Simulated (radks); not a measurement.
The calcium ion Ca10+, configuration [Ne].

Calculated with a radial shooting solver on a logarithmic mesh with Libxc functionals: non-relativistic Kohn-Sham, TPSS, spin-polarised, spherical densities, point nucleus; meta-GGA in the generalised Kohn-Sham scheme.

Energy parts (eV):
| part | energy |
|---|---|
| total | -17437.111 |
| kinetic | 17426.433 |
| electron-nucleus | -38753.244 |
| Hartree | 4709.946 |
| exchange-correlation | -820.246 |

Orbitals (lengths in bohr, moments of r in powers of bohr; <r^-3> diverges for s and p1/2):
[
 {"orbital": "1s", "occ.": "2", "eigenvalue (eV)": "-4178.601", "<r^2>": "0.008011", "<r^-3>": "-"},
 {"orbital": "2s", "occ.": "2", "eigenvalue (eV)": "-635.6237", "<r^2>": "0.1536", "<r^-3>": "-"},
 {"orbital": "2p", "occ.": "6", "eigenvalue (eV)": "-560.0867", "<r^2>": "0.1275", "<r^-3>": "189.2"},
 {"orbital": "3s", "occ.": "0", "eigenvalue (eV)": "-220.1186", "<r^2>": "1.036", "<r^-3>": "-"},
 {"orbital": "3p", "occ.": "0", "eigenvalue (eV)": "-199.0007", "<r^2>": "1.060", "<r^-3>": "36.49"}
]

The highest occupied level is 2p at -560.09 eV. Summed over all electrons, <r^2> = 1.088 bohr^2, which gives a Langevin (diamagnetic) susceptibility term of -0.862 x 10^-6 cm^3/mol. The electron density at the nucleus is 5286 e/bohr^3. The density falls to 0.001 e/bohr^3 at r = 1.18 bohr. Virial ratio -V/T = 2.00061.
